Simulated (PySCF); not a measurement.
Several orderings of computed values.

All species are isolated and taken at one optimised geometry, non-relativistic unless stated; the electronic structure was computed with PySCF and density fitting.

Dipoles, sizes and rotational constants follow the conformer. The torsions of the flexible species, by atom-mapped SMILES:
- `[O:1]=[CH:2][NH:3][Si:4]1[CH2:5][SiH2:6][CH2:7]1`: O1–C2–N3–Si4 0°, C2–N3–Si4–C5 -79°
- `[CH2:1][CH2:2][CH2:3]/[C:4](=[CH:5]/[F:6])[CH2:7][Cl:8]`: C1–C2–C3–C4 -67°, C2–C3–C4–C5 96°, C3–C4–C7–Cl8 -67°
- `[CH3:1][CH:2]([CH3:3])[SiH2:4][O:5][SiH:6][F:7]`: C1–C2–Si4–O5 59°, C2–Si4–O5–Si6 175°, Si4–O5–Si6–F7 20°
- `[O:1]=[CH:2]/[CH:3]=[C:4]\[CH:5]1[CH2:6][CH2:7]1`: O1–C2–C3–C4 -4°, C3–C4–C5–C6 -144°
- `[CH2:1][C:2](=[O:3])[C:4](=[CH2:5])[CH:6]=[CH2:7]`: C1–C2–C4–C5 -136°, C2–C4–C6–C7 18°

The conformers of `C=N[Si@H]1C[CH][SiH2]O1` [doublet state] aren't listed.

Question: Rank by smallest rotational constant, highest first (GFN2-xTB).
A. `O=CN[Si]1C[SiH2]C1` [radical]
B. `C=C1[C]=CC=C1` [radical]
C. `CC(C)[SiH2]O[SiH]F` [radical]
D. `[CH2]CC/C(=C/F)CCl` [radical]
E. `O=C/C=[C]\C1CC1` [radical]
F. `[CH2]C(=O)C(=C)C=C` [radical]

Answer: B (2.694 GHz), F (1.737 GHz), E (1.490 GHz), A (0.978 GHz), D (0.786 GHz), C (0.684 GHz).

Question: Rank by isotropic g value, highest first (unrestricted B3LYP/pcH-1, mean-field spin–orbit at GFN2-xTB geometries).
A. `C=N[Si@H]1C[CH][SiH2]O1` [radical]
B. `C[C](C)C#CC=O` [radical]
C. `[CH2]CC/C(=C/F)CCl` [radical]
D. `[CH2]C(=O)C(=C)C=C` [radical]

Answer: D (2.00508), B (2.00415), A (2.00273), C (2.00253).

By how much do the two ends of that ranking differ?

By 0.00255, between `[CH2]C(=O)C(=C)C=C` [doublet state] and `[CH2]CC/C(=C/F)CCl` [doublet state].
